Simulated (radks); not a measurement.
Isoelectronic series with 10 electrons, each ion in its NIST ground configuration. All-electron calculation, Dirac Kohn-Sham, PBE, spin-unpolarised, spherical densities, point nucleus. Program: a radial shooting solver on a logarithmic mesh with Libxc functionals. Total energies (hartree) and mean radii <r> (bohr):

| ion | configuration | E (hartree) | 2p3/2 | 2p1/2 | 2s1/2 |
|---|---|---|---|---|---|
| Ne | [Ne] | -129.01350 | 0.9826 | 0.9795 | 0.8969 |
| Al3+ | [Ne] | -240.72144 | 0.5981 | 0.5959 | 0.6229 |
| S6+ | [Ne] | -388.89484 | 0.4363 | 0.4341 | 0.4742 |
| K9+ | [Ne] | -573.66524 | 0.3444 | 0.3421 | 0.3822 |
| Ti12+ | [Ne] | -795.26284 | 0.2847 | 0.2822 | 0.3198 |
| Mn15+ | [Ne] | -1053.98166 | 0.2428 | 0.2400 | 0.2746 |
| Ni18+ | [Ne] | -1350.17409 | 0.2116 | 0.2085 | 0.2404 |
| Ga21+ | [Ne] | -1684.25106 | 0.1875 | 0.1842 | 0.2135 |
| Se24+ | [Ne] | -2056.68442 | 0.1683 | 0.1647 | 0.1919 |
| Rb27+ | [Ne] | -2468.01025 | 0.1526 | 0.1488 | 0.1740 |
| Zr30+ | [Ne] | -2918.83328 | 0.1396 | 0.1355 | 0.1590 |
| Tc33+ | [Ne] | -3409.83205 | 0.1286 | 0.1242 | 0.1462 |
| Pd36+ | [Ne] | -3941.76504 | 0.1192 | 0.1145 | 0.1352 |
| In39+ | [Ne] | -4515.47794 | 0.1110 | 0.1060 | 0.1256 |
| Te42+ | [Ne] | -5131.91204 | 0.1039 | 0.09860 | 0.1171 |
| Cs45+ | [Ne] | -5792.1142 | 0.09756 | 0.09200 | 0.1095 |
| Ce48+ | [Ne] | -6497.2483 | 0.09195 | 0.08608 | 0.1027 |
| Pm51+ | [Ne] | -7248.6093 | 0.08693 | 0.08075 | 0.09662 |
| Gd54+ | [Ne] | -8047.6393 | 0.08241 | 0.07591 | 0.09107 |
| Ho57+ | [Ne] | -8895.9466 | 0.07831 | 0.07149 | 0.08600 |
| Yb60+ | [Ne] | -9795.3294 | 0.07458 | 0.06744 | 0.08134 |
| Ta63+ | [Ne] | -10747.8033 | 0.07117 | 0.06369 | 0.07704 |
| Os66+ | [Ne] | -11755.6349 | 0.06804 | 0.06021 | 0.07305 |
